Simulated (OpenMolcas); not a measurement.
Ti: effect of the active space

```yaml
Program: OpenMolcas 26.06
Method: MS-CASPT2 or its RAS form, IPEA 0.25 Eh, imaginary shift 0.1 Eh
Basis: ANO-RCC-VTZP
Scalar_Hamiltonian: DKH2, point nucleus
Spin-orbit_coupling: RASSI with atomic mean-field integrals over the reference wave functions, term energies averaged over their components
```

A. 4 electrons in 6 orbitals (3d 4s); 2S+1 = 5 even, 15 roots; 2S+1 = 3 even, 55 roots; 2S+1 = 1 even, 50 roots; closed shells correlated: 3s 3p; CASPT2 step of the order of 40 core-seconds
B. 4 electrons in 9 orbitals (RAS2 3d 4s; RAS3 4p, at most 2 electrons); 2S+1 = 3 even, 55 roots (48 in the spin-orbit step); 2S+1 = 5 even, 10 roots kept (CI in the orbitals of an earlier block); 2S+1 = 1 even, 50 roots kept (CI in the orbitals of an earlier block, 42 in the spin-orbit step); 2S+1 = 3 odd, 84 roots (62 in the spin-orbit step); 2S+1 = 5 odd, 39 roots kept (CI in the orbitals of an earlier block, 30 in the spin-orbit step); 2S+1 = 1 odd, 30 roots kept (CI in the orbitals of an earlier block, 22 in the spin-orbit step); closed shells correlated: 3s 3p; CASPT2 step roughly 5 core-minutes

Energies in cm-1 above 3d2 4s2 3F2, the measured ground level; measured values from NIST Handbook of Basic Atomic Spectroscopic Data.

| Level | A | B | Measured |
| --- | --- | --- | --- |
| 3d2 4s2 3F2 | 0.0 | 0.0 | 0.0 |
| 3d2 4s2 3F3 | 146 | 144 | 170 |
| 3d2 4s2 3F4 | 332 | 330 | 387 |
| 3d2 4s2 3P0 [66 %] | 1628 | 7360 | 8437 |
| 3d2 4s2 3P1 [66 %] | 1677 | 7410 | 8492 |
| 3d3 4s 5F1 | 3800 | 7610 | 6557 |
| 3d3 4s 5F2 | 3850 | 7660 | 6599 |
| 3d3 4s 5F3 | 3910 | 7730 | 6661 |
| 3d3 4s 5F4 | 3990 | 7820 | 6743 |
| 3d2 4s2 1D2 | 4000 | 5820 |  |
| 3d3 4s 5F5 | 4100 | 7930 | 6843 |
| 3d2 4s2 1G4 [57 %] | 4620 | 9010 |  |
| 3d3 4s 5P1 | 12580 | 15520 |  |
| 3d3 4s 5P2 | 12620 | 15560 |  |
| 3d3 4s 5P3 | 12680 | 15640 |  |
| 3d3 4s 3G3 | 14980 | 16210 |  |
| 3d3 4s 3G4 | 15030 | 16260 |  |
| 3d3 4s 3G5 | 15100 | 16330 |  |
| 3d3 4s 3D1 [69 %] | 17500 | 18700 |  |
| 3d3 4s 3D2 [60 %] | 17550 | 18720 |  |
| 3d3 4s 3D3 | 17670 | 18930 |  |
| 3d3 4s 3P2(2) [54 %] | 18340 | 19010 |  |
| 3d3 4s 3P1(1) [66 %] | 18740 | 20480 |  |
| 3d3 4s 3P0(1) [66 %] | 18770 | 20540 |  |

Deviations, from unrounded energies. A percentage is the sum of absolute deviations over the sum of measured energies, with the sign that they share, or ± where signs differ.

```
                        Against measurement  Levels      A      B
             mean absolute deviation (cm-1)       9   3100    840
      fine structure of the ground term (%)       2  -14.2  -14.9
other terms of the ground configuration (%)       2  -80.5  -12.7
                   other configurations (%)       5  -41.2  +16.0
```

B lies closest to measurement on these levels. The largest miss of B in the table is 3d3 4s 5F5, by +1100 cm-1. The ranking rests on the paired levels alone, and a cruder setting can come out closer through cancelling errors.

The spin-orbit steps hold different terms of 3d2 4s2 (B lacks 1S), which shifts levels as well.

Between A and B the level of the table that moves most is 3d2 4s2 3P0 [66 %], by 5700 cm-1 (lowest in A, highest in B). Moves below CASPT2's spread within the term are not significant.

Term energies are means over components that CASPT2 splits; among the terms shown or strongly mixed into the levels shown the widest spread is 2700 cm-1 (3d2 4s2 3F, A). Over all roots computed the reference weight is 0.80 to 0.91 in A, 0.85 to 0.93 in B; the roots of lowest weight are the least certain, and an intruder state may touch them. Configurations are named by rounded mean occupations; where the s occupation lies near a half they are strongly mixed, a name can repeat and a true partner stay unpaired. A single d shell beside an s shell can misplace configurations of different d count against each other. Some terms miss by over 15 % even with CASPT2, which points to a basis or an active space too small for the shells correlated. The CASPT2 spread within a term exceeds the gap to the next term for 3d2 4s2 3F and 3d2 4s2 3P, 3d2 4s2 3P and 3d3 4s 5F, 3d3 4s 5F and 3d2 4s2 1D and others, so the order of their levels is uncertain, and so are names and mixing where such terms share a J (figures for A; the like holds for B). Some high roots are left out of the spin-orbit mixing, which shifts the levels that they would mix with (holds for B). Terms from blocks run as CI alone lack orbitals of their own (holds for B). Computed and measured levels are paired by configuration, term and J; levels that our copy of the source lacks, or whose pairing is in doubt (as where it misses far off the trend of its configuration), stay unpaired and out of the deviations. Levels of configurations outside the active space are missing. The table leaves out levels that lie high or whose names do not pair safely across all columns.

A share in square brackets marks a mixed level and gives the weight of the term that names it, the lowest over the columns. A number in round brackets counts repeated terms of one configuration in the order of the reference energies.
